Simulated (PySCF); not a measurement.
```xyz
4
charge 0 multiplicity 5, angstrom
Co   -0.3308    0.0000    0.0000
O    -1.3331    1.2830    0.0000
O    -1.3331   -1.2830    0.0000
Cl    1.7757    0.0000    0.0000
```

Computed with UPBE0 in PySCF with Co def2-TZVP, O def2-TZVP, Cl def2-TZVP; no relativity; density-fitted integrals.

This geometry of CoO₂Cl is a stationary point at this level.

Problem. What is the point group?

Solution. C2v.

Problem. Is it a minimum?

Solution. Yes: all harmonic wavenumbers are real, though the softest, 54 cm⁻¹, leaves little margin.

Problem. What are the dipole moment and the gap between the highest occupied and lowest empty levels of either spin?

Solution. 0.19 D and 3.51 eV.

Problem. Give the atomic charges and bond orders.

Solution. 
```csv
atom,Mulliken,Löwdin,polar tensor,spin (Mulliken),Mayer order to Co1
Co1,0.92,0.09,0.90,2.11,–
"O2,3",-0.31,-0.09,-0.20,0.87,1.48
Cl4,-0.30,0.10,-0.50,0.15,0.98
```

Problem. Give the ideal-gas entropy at 298.15 K and 1 bar by parts.

Solution. translation 169.2, rotation 103.2, vibration 43.4, spin 13.4; total 329.2 J/(mol K).

Only a few start shapes were tried, so a lower isomer may exist. Open d and f shells are described by one determinant, and the ground state may have another occupation or spin. At this level a quintet minimum of C2v symmetry lies 18 kJ/mol below this structure.
